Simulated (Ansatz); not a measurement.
Species: C$_{3}$H$_{5}$O, SMILES `CC([CH2])=O` (H–C–C–O torsion 180°) (charge 0, multiplicity 2), formula C3H5O.

Q: How many basis functions does frozen-core CCSD(T)/cc-pVTZ // PBE-D3(BJ)/def2-TZVP (Ansatz, a program for electronic structure) use, how many core orbitals are frozen, and how many electrons are correlated?

A: 190 basis functions and 4 frozen orbitals, which leaves 23 correlated electrons. Core time is of the order of minutes.
